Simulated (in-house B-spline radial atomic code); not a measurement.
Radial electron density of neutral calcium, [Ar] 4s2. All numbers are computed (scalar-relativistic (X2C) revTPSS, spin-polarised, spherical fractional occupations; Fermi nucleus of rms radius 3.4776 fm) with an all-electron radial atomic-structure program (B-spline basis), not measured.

Columns: r (bohr), 4πr²n(r) (electrons per bohr), bar.

```
 0.00277   0.5454 #
 0.00339   0.7841 #
 0.00416    1.127 ##
 0.00509    1.601 ###
 0.00624    2.265 ####
 0.00765    3.173 ######
 0.00938    4.394 ########
  0.0115    5.996 ###########
  0.0141    8.034 ##############
  0.0173    10.54 ###################
  0.0212    13.42 ########################
   0.026    16.55 ##############################
  0.0318    19.54 ###################################
   0.039    22.02 #######################################
  0.0478    23.41 ##########################################
  0.0586    23.33 ##########################################
  0.0718    21.78 #######################################
   0.088     19.4 ###################################
   0.108     17.4 ###############################
   0.132    17.15 ###############################
   0.162    19.14 ##################################
   0.199    22.43 ########################################
   0.244    24.58 ############################################
   0.299    23.35 ##########################################
   0.366    18.49 #################################
   0.448     12.1 ######################
    0.55      7.3 #############
   0.674    6.011 ###########
   0.826    7.057 #############
    1.01    7.798 ##############
    1.24    6.725 ############
    1.52    4.438 ########
    1.86     2.31 ####
    2.28    1.097 ##
     2.8   0.7102 #
    3.43   0.6389 #
    4.21   0.5265 #
    5.16   0.3296 #
    6.32   0.1394 
    7.75  0.04068 
     9.5 0.007804 
    11.6 0.0009748 
    14.3 5.483e-05
```

On this grid the curve has 3 maxima, near 0.0478, 0.244, 1.01 bohr.

The 4s down radial function P(r) = rR(r), positive near the nucleus:

| r (bohr) | P |
| --- | --- |
| 0.001 | 0.005171 |
| 0.0015 | 0.00754 |
| 0.00226 | 0.01099 |
| 0.00339 | 0.01585 |
| 0.00509 | 0.02262 |
| 0.00765 | 0.03179 |
| 0.0115 | 0.0435 |
| 0.0173 | 0.05707 |
| 0.026 | 0.06974 |
| 0.039 | 0.07531 |
| 0.0586 | 0.06321 |
| 0.088 | 0.02151 |
| 0.132 | -0.0504 |
| 0.199 | -0.1216 |
| 0.299 | -0.1186 |
| 0.448 | 0.008991 |
| 0.674 | 0.1878 |
| 1.01 | 0.2041 |
| 1.52 | -0.04895 |
| 2.28 | -0.3864 |
| 3.43 | -0.5477 |
| 5.16 | -0.4057 |
| 7.75 | -0.1426 |
| 11.6 | -0.02208 |
